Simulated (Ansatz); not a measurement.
C₂H₆Sn⁺, that is Sn(vinyl)H3 with one electron fewer. Charge 1, multiplicity 2. Geometry r2SCAN-D4/def2-TZVP, that of the neutral singlet; atoms count from 1.

```xyz
9

Sn    0.892   -0.123    1.093
C     0.017    0.194   -0.827
C    -1.282    0.063   -1.078
H     0.680    0.479   -1.643
H    -2.001   -0.219   -0.312
H    -1.695    0.232   -2.071
H     0.185    0.926    2.240
H     2.569    0.182    1.000
H     0.635   -1.734    1.598
```

In the def2 sets Sn takes a core potential; there is no spin–orbit coupling.

Q: Estimate the Mulliken populations from the PBE0/def2-TZVP orbitals of Ansatz.

A: 
```csv
atom,charge (e),spin (α − β)
Sn1,0.41,-0.02
C2,-0.21,0.33
C3,-0.07,0.47
H4,0.22,-0.01
H5,0.22,-0.02
H6,0.22,-0.02
H7,0.09,0.13
H8,0.05,-0.01
H9,0.09,0.14
```
Mulliken values and Mayer orders depend strongly on the basis.

Q: Where does the spin sit?

A: Summed by element: Sn -0.02, C 0.80, H 0.22, of 1 unpaired in all. Largest on single atoms: C3 0.47, C2 0.33, H9 0.14.

Q: And the Mayer bond orders between bonded heavy atoms (over 0.3)?

A: Sn1–C2 0.91 (2.13 Å); C2–C3 1.52 (1.33 Å).
